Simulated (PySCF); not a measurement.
Job file and geometry (Å, from GFN2-xTB) of an NMR shielding run on SMILES C#CCCC1(F)C[SiH2]C1, C$_{7}$H$_{11}$FSi, GIAO PBE0/pcSseg-1 NMR shielding, non-relativistic, gas phase (PySCF 2.14.0, density-fitted response routines); density fitting, a coarse starting grid and PySCF grid level 2 are the driver's defaults:

```
$ OMP_NUM_THREADS=1 python probes_run.py task.json out

{"job": {"kind": "nmr", "xc": "PBE0", "basis": "pcSseg-1"}, "charge": 0, "multiplicity": 1}
C      3.862329     1.351698     0.583698
C      2.938745     0.592000     0.548143
C      1.802243    -0.302715     0.488653
C      0.674276     0.305743    -0.353384
C     -0.538460    -0.609971    -0.462016
F     -0.106730    -1.837219    -0.963056
C     -1.318207    -0.793710     0.852865
Si    -2.758523     0.265942     0.177999
C     -1.649942    -0.020386    -1.349960
H      4.680575     2.006644     0.620543
H      2.113075    -1.251738     0.043143
H      1.454581    -0.503035     1.506318
H      0.348658     1.253413     0.080638
H      1.054687     0.501835    -1.359542
H     -1.569203    -1.842755     0.995296
H     -0.782874    -0.460179     1.737895
H     -2.768407     1.644162     0.666190
H     -4.088993    -0.333111     0.163165
H     -2.026857    -0.782247    -2.029411
H     -1.326122     0.826308    -1.950213
```

**Question.** What does the program print?

**Answer.** 
```
coarse grid: 17136 points
cycle   1  E = -661.8557204547  dE =  1.088e+00  |g| = 6.526e-01  |ddm| = 4.185e+00
cycle   2  E = -661.8271474835  dE =  2.857e-02  |g| = 7.941e-01  |ddm| = 1.323e+00
cycle   3  E = -661.9473259038  dE = -1.202e-01  |g| = 8.779e-02  |ddm| = 6.896e-01
cycle   4  E = -661.9484565070  dE = -1.131e-03  |g| = 3.626e-02  |ddm| = 9.336e-02
cycle   5  E = -661.9486873036  dE = -2.308e-04  |g| = 1.494e-02  |ddm| = 3.851e-02
cycle   6  E = -661.9487362958  dE = -4.899e-05  |g| = 5.303e-03  |ddm| = 1.407e-02
cycle   7  E = -661.9487426796  dE = -6.384e-06  |g| = 1.441e-03  |ddm| = 4.408e-03
final grid: 161080 points
cycle   8  E = -662.0113388756  dE = -5.024e-05  |g| = 9.705e-03  |ddm| = 4.748e-02
cycle   9  E = -662.0113203284  dE =  1.855e-05  |g| = 1.351e-02  |ddm| = 2.077e-02
cycle  10  E = -662.0113617475  dE = -4.142e-05  |g| = 1.358e-03  |ddm| = 1.194e-02
cycle  11  E = -662.0113620782  dE = -3.307e-07  |g| = 3.136e-04  |ddm| = 1.278e-03
cycle  12  E = -662.0113620903  dE = -1.211e-08  |g| = 1.781e-04  |ddm| = 3.494e-04
cycle  13  E = -662.0113620976  dE = -7.310e-09  |g| = 5.882e-05  |ddm| = 1.585e-04
cycle  14  E = -662.0113620984  dE = -7.776e-10  |g| = 1.253e-05  |ddm| = 5.326e-05
converged SCF energy = -662.0113620984

GIAO shielding tensors (ppm)
atom      isotropic    diamagn.    paramagn.     s11        s22        s33       span
  0 C      112.567     256.930    -144.363     39.733     40.643    257.324    217.591
  1 C       97.781     257.354    -159.573     -4.894      1.767    296.471    301.365
  2 C      172.194     248.151     -75.958    158.757    172.982    184.843     26.086
  3 C      140.720     251.124    -110.404    116.696    138.045    167.419     50.723
  4 C       89.671     244.808    -155.137     65.262     66.896    136.856     71.594
  5 F      308.415     477.789    -169.374    241.028    318.374    365.844    124.816
  6 C      164.379     253.801     -89.422    140.256    152.644    200.237     59.981
  7 Si     413.808     880.201    -466.393    359.033    417.996    464.395    105.362
  8 C      159.845     253.283     -93.438    138.403    140.790    200.342     61.939
  9 H       30.388      33.833      -3.445     25.004     25.053     41.108     16.104
 10 H       29.105      27.730       1.375     22.764     30.483     34.067     11.303
 11 H       29.429      28.996       0.433     23.444     30.813     34.029     10.586
 12 H       29.939      33.439      -3.499     25.779     31.514     32.526      6.747
 13 H       29.638      32.576      -2.938     25.111     30.733     33.069      7.958
 14 H       29.828      30.893      -1.065     26.510     27.805     35.168      8.658
 15 H       30.067      32.144      -2.077     25.472     29.881     34.848      9.375
 16 H       27.500      29.183      -1.683     24.007     26.160     32.333      8.327
 17 H       27.220      28.813      -1.593     23.731     24.713     33.216      9.485
 18 H       29.457      30.469      -1.013     26.156     27.376     34.838      8.682
 19 H       30.079      31.346      -1.267     26.143     28.487     35.606      9.463
```

**Question.** Turn these shieldings into chemical shifts. References, each an isolated molecule treated in the same way: 13C (σref 186.93) and 29Si (σref 349.16) and 1H (σref 31.72) vs TMS; CFCl3 for 19F (σref 170.95).

**Answer.** Averaging equivalent atoms: C 4: 97.3; C 1: 89.1; C 0: 74.4; C 3: 46.2; C 6/8: 24.8; C 2: 14.7; F 5: -137.5; Si 7: -64.6; H 17: 4.50; H 16: 4.22; H 10/11: 2.45; H 14/18: 2.07; H 12/13: 1.93; H 15/19: 1.64; H 9: 1.33 ppm. Unscaled 19F shifts against computed CFCl3 carry errors that often reach 10 to 50 ppm.

Size and cost of the density-fitted run: 215 basis functions, 83 s wall time on 1 thread of an Arm Neoverse V1, shared host; peak memory 1 GiB.
